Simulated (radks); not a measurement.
The numbers below are computed, except where a source is named.
Pm, 61 electrons, occupied as [Kr] 4d10 4f5 5s2 5p4 6s2 7s2 (not the ground configuration). Code: a radial shooting solver on a logarithmic mesh with Libxc functionals. Model: scalar-relativistic Kohn-Sham, OLYP, spin-polarised, spherical densities, point nucleus; open shells are filled with parallel spins first (spin-orbit coupling, left out, can overturn this in heavy ions).

Normalised radial functions P(r) = r R(r), r in bohr:

r,4f down,6s down,7s down
0.003051,0.0000,0.0368,0.0138
0.004971,0.0000,0.0496,0.0186
0.008162,0.0000,0.0605,0.0227
0.0133,0.0001,0.0595,0.0223
0.02184,0.0004,0.0307,0.0115
0.03557,0.0021,-0.0337,-0.0126
0.05841,0.0113,-0.0966,-0.0362
0.09516,0.0494,-0.0504,-0.0189
0.1563,0.1782,0.1140,0.0427
0.2546,0.4690,0.0778,0.0290
0.418,0.8577,-0.1962,-0.0735
0.681,1.0064,-0.0006,0.0014
1.118,0.7614,0.3383,0.1238
1.822,0.3907,-0.1153,-0.0606
2.992,0.1238,-0.6481,-0.1941
4.873,0.0183,-0.3477,0.1569
8.003,0.0008,-0.0489,0.4431
13.04,0.0000,-0.0010,0.1523
21.41,0.0000,0.0000,0.0116

4f down (empty): eigenvalue -14.668 eV, 0 radial nodes, <r> = 0.979 bohr, 90 % of the charge inside 1.69 bohr. 6s down: eigenvalue -9.409 eV, 5 radial nodes at r = 0.0283, 0.112, 0.293, 0.681, 1.68 bohr, <r> = 3.43 bohr, 90 % of the charge inside 4.86 bohr. 7s down: eigenvalue -1.839 eV, 6 radial nodes at r = 0.0283, 0.112, 0.292, 0.678, 1.63, 4.11 bohr, <r> = 8.22 bohr, 90 % of the charge inside 11.4 bohr.
